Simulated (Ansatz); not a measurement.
Reaction (formal loss of a carbene): `CCB(O)S` → `[CH2]` (triplet) + `CB(O)S`

Calculated with Ansatz (gas phase, PBE0-D4/def2-TZVP geometries, no zero-point term in ΔE). CBS: MP2 limit from def2 TZ/QZ plus the TZ coupled-cluster correction, frozen cores. This one scheme is used for every species. Functionals use def2-TZVPP. B3LYP here is the variant with VWN-RPA as its local correlation; programs differ in this. Triplets are unrestricted, without spin–orbit coupling. Each species was taken in one conformer, which may not be the lowest.

`CCB(O)S`:

Z-matrix (Å, degrees):
```
C
C 1 1.524
H 1 1.092 2 111.2
H 1 1.092 2 111.2 3 -119.1
H 1 1.093 2 111.5 3 120.4
B 2 1.570 1 115.1 3 59.5
H 2 1.098 1 110.3 3 -177.8
H 2 1.098 1 110.3 3 -63.0
S 6 1.829 2 122.3 1 179.8
O 6 1.359 2 119.4 1 -0.2
H 9 1.341 6 96.6 2 -0.0
H 10 0.960 6 115.2 2 -180.0
```

`[CH2]` (triplet):

```xyz
3

C    -0.272    0.037   -0.029
H     0.279    0.286   -0.923
H    -0.007   -0.323    0.953
```

`CB(O)S`:

```xyz
9

C     0.305    0.562    0.909
B    -0.321   -0.059   -0.384
O    -1.452    0.489   -0.901
S     0.406   -1.505   -1.236
H     0.316   -0.168    1.724
H     1.345    0.858    0.744
H    -0.255    1.438    1.241
H    -1.788    0.060   -1.693
H     1.443   -1.675   -0.403
```

```tsv
level	ΔE (eV)	difference from CCSD(T)/CBS
BLYP-D4	4.32	-0.10
r2SCAN-D4	4.17	-0.25
PBE0-D4	4.39	-0.03
B3LYP-D4	4.33	-0.09
r2SCANh-D4	4.16	-0.26
BHLYP-D4	4.22	-0.20
CAM-B3LYP-D4	4.38	-0.04
BLYP	4.18	-0.24
r2SCAN	4.15	-0.27
MP2/def2-SVP	4.36	-0.06
CCSD/def2-SVP	4.19	-0.23
SCS-MP2/def2-TZVPP	4.45	0.03
HF/def2-QZVPP	2.90	-1.52
MP2/def2-QZVPP	4.51	0.09
SCS-MP2/def2-QZVPP	4.53	0.11
CCSD/CBS(def2)	4.31	-0.11
CCSD(T)/CBS	4.42	0
```

Largest T1 diagnostic among the species: 0.012.

From PBE to PBE0 (25 % exact exchange), in def2-TZVPP and without D4, ΔE moves by −0.07 eV. Leaving LDA and LC-ωPBE aside and taking each functional with its dispersion term where it has one, the values, not all of them listed here, spread over 0.39 eV, from r2SCAN0-D4 to ωB97X-V. LDA lies +0.77 eV from PBE without D4. In def2-TZVPP, CCSD(T) changes the Hartree–Fock value by +1.42 eV (the triples alone add +0.11 eV) and MP2 by +1.54 eV.
